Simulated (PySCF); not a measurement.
C5H7F. Atoms are numbered in the order given.

```xyz
13

C     -0.3736     2.0514     0.0000
C      0.1213     0.6565     0.0000
C     -0.4202    -0.5682     0.0000
F     -1.6697    -1.0042     0.0000
C      0.8518    -1.3492     0.0000
C      1.5188     0.0621     0.0000
H     -0.0150     2.6022     0.8857
H     -1.4724     2.0812     0.0000
H     -0.0150     2.6022    -0.8857
H      1.0475    -1.9587     0.8971
H      1.0475    -1.9587    -0.8971
H      2.1231     0.2765    -0.8970
H      2.1231     0.2765     0.8970
```
Charge 0, spin multiplicity 1.

The structure is a stationary point at PBE0-D3(BJ)/def2-SVP. This is a generated structure with no PubChem entry under its InChIKey; it may be hypothetical.

These are SMD-B3LYP/6-31G* run with PySCF values and carry that method's errors.

Solvation free energies are E(SMD) − E(gas) at the gas-phase geometry, for 1 M in both phases. In vacuum the dipole moment is 1.22 D.

**Question.** Rank water, chloroform, ethanol by solvation free energy, most negative first.

**Answer.** chloroform (-3.8 kcal/mol), ethanol (-2.8 kcal/mol), water (1.4 kcal/mol)
